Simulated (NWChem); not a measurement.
# CH₄AlClO; SMILES C[O][AlH][Cl]

```xyz
8

Al    -0.8556     0.2685     0.0006
H     -2.2999     0.8019     0.2879
Cl     0.7010     1.5665    -0.5663
O     -0.5435    -1.3791     0.1492
C      0.4730    -2.3187     0.0245
H      1.4356    -1.8678    -0.2778
H      0.6319    -2.8444     0.9821
H      0.2047    -3.0796    -0.7289
```
Atoms are numbered in this order, from 1.

Level: PBE0/def2-SVP (NWChem), optimised geometry, unscaled harmonic frequencies. 

List the harmonic frequencies with IR intensities, and the thermochemistry.


| frequency (cm⁻¹) | IR intensity (km/mol) |
|---|---|
| 80 | 5.6 |
| 82 | 0.0 |
| 152 | 12.4 |
| 262 | 23.2 |
| 474 | 142.6 |
| 517 | 49.2 |
| 657 | 92.7 |
| 757 | 183.2 |
| 1187 | 16.8 |
| 1191 | 0.1 |
| 1276 | 327.0 |
| 1476 | 2.2 |
| 1478 | 2.5 |
| 1482 | 14.8 |
| 2029 | 121.2 |
| 3015 | 84.6 |
| 3101 | 36.8 |
| 3108 | 32.9 |

```json
{
  "zero_point_energy": "31.9 kcal/mol",
  "thermal correction to the enthalpy at 298.15 K (with zero-point energy)": "36.4 kcal/mol",
  "heat capacity Cv": "18.5 cal/(mol K)",
  "entropy at 298.15 K and 1 atm (symmetry number 1)": "80.0 cal/(mol K)",
  "dipole_moment": "1.17 D"
}
```

Rigid rotor and harmonic oscillator; modes under 100 cm⁻¹ make the entropy uncertain.
